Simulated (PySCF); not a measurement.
SbF5.
Bonds: Sb1–F2, Sb1–F3, Sb1–F4, Sb1–F5, Sb1–F6.

Computed with PySCF, PBE0-D3(BJ)/def2-SVP geometry optimisation, gas phase, def2 core potentials past Kr.

Some entries are withheld. Bonds in one row agree within 0.01 Å.

```json
{"coordinate": "Sb1–F2, Sb1–F3", "value": "?"}
{"coordinate": "Sb1–F4, Sb1–F5, Sb1–F6", "value": "?"}
{"coordinate": "F2–Sb1–F3", "value": "?"}
{"coordinate": "F2–Sb1–F4", "value": "?"}
{"coordinate": "F2–Sb1–F5", "value": "?"}
{"coordinate": "F4–Sb1–F5", "value": "?"}
{"coordinate": "F4–Sb1–F6", "value": "?"}
{"coordinate": "F5–Sb1–F6", "value": "?"}
```

Question: Estimate the withheld lengths and angles.

Answer: 
- Sb1–F2, Sb1–F3 = 1.893 Å (ends: antimony bonded to 5 F; fluorine bonded to Sb); 0.07 Å below the sum of covalent radii, 1.96 Å.
- Sb1–F4, Sb1–F5, Sb1–F6 = 1.884 Å (ends: antimony bonded to 5 F; fluorine bonded to Sb); 0.08 Å below the sum of covalent radii, 1.96 Å.
- F2–Sb1–F3 = 178.7°, at the antimony bonded to 5 F; the outer atoms are 3.786 Å apart.
- F2–Sb1–F4 = 90.7°, at the antimony bonded to 5 F; the outer atoms are 2.685 Å apart.
- F2–Sb1–F5 = 89.8°, at the antimony bonded to 5 F; the outer atoms are 2.667 Å apart.
- F4–Sb1–F5 = 118.3°, at the antimony bonded to 5 F; the outer atoms are 3.235 Å apart.
- F4–Sb1–F6 = 119.1°, at the antimony bonded to 5 F; the outer atoms are 3.247 Å apart.
- F5–Sb1–F6 = 122.6°, at the antimony bonded to 5 F; the outer atoms are 3.306 Å apart.

Radii are Cordero's.

PBE0-D3(BJ)/def2-SVP frequencies: not computed here.

Time: 32 s wall; peak memory 0.38 GiB. Hardware: one thread of an Arm Neoverse V2, on a shared host. This is the geometry optimisation.
